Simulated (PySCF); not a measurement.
Species: C₂H₆BFN₂.
Numbering: `[CH3:1][NH2+:2][B@H-:3]([F:4])[C:5]#[N:6]` (hydrogens: H7, H8, H9 on C1; H10, H11 on N2; H12 on B3)

A GFN2-xTB structure was refined with PBE0-D3(BJ)/def2-SVP geometry optimisation, gas phase in PySCF 2.14.0. Its GFN2-xTB values:

```csv
coordinate,GFN2-xTB
C1–N2,1.461 Å
C1–H7,1.091 Å
N2–B3,1.668 Å
N2–H10,1.019 Å
N2–H11,1.019 Å
B3–F4,1.388 Å
B3–C5,1.563 Å
B3–H12,1.191 Å
C5≡N6,1.148 Å
C1–N2–B3,115.8°
N2–B3–F4,101.8°
N2–B3–C5,104.8°
B3–C5–N6,177.1°
F4–B3–C5,113.6°
C1–N2–B3–F4,180°
```

How do these coordinates change at the PBE0-D3(BJ)/def2-SVP level?

```
 coordinate  PBE0-D3(BJ)/def2-SVP (Å or °)  change
      B3–C5                          1.596  +0.033
     B3–H12                          1.223  +0.032
      N2–B3                          1.637  -0.031
      C5≡N6                          1.160  +0.012
      C1–N2                          1.469  +0.008
      C1–H7                          1.098  +0.007
     N2–H11                          1.024  +0.005
     N2–H10                          1.023  +0.004
      B3–F4                          1.385  -0.003
   N2–B3–F4                          104.1    +2.3
   B3–C5–N6                          175.6    -1.5
   N2–B3–C5                          104.2    -0.6
   F4–B3–C5                          113.9    +0.3
   C1–N2–B3                          116.0    +0.2
C1–N2–B3–F4                           -179      +1
```

The energy falls by 5.6 kJ/mol over 4 energy and gradient evaluations, the largest force component goes from 0.0273 to 2.6e-04 Eh/bohr, and the atoms move by 0.034 Å rms after alignment. Among the bonds, B3–C5 and B3–H12 change most and about equally (+0.032 to +0.033 Å). Bonds longer at the end by more than 0.005 Å: 7 of 11; shorter: 1. Rotational constants go from 3853, 3129, 1862 to 3751, 3175, 1854 MHz.

The run used 114 basis functions and 28 SCF cycles in all. Time: 20 s wall. Hardware: one thread of an Arm Neoverse V1 (shared host).

PBE0-D3(BJ)/def2-SVP frequencies: not computed here. The numbers are those of one conformer.

Shape of the structure used: `[CH3:1][NH2+:2][B@H-:3]([F:4])[C:5]#[N:6]`: C1–N2–B3–F4 -179°.
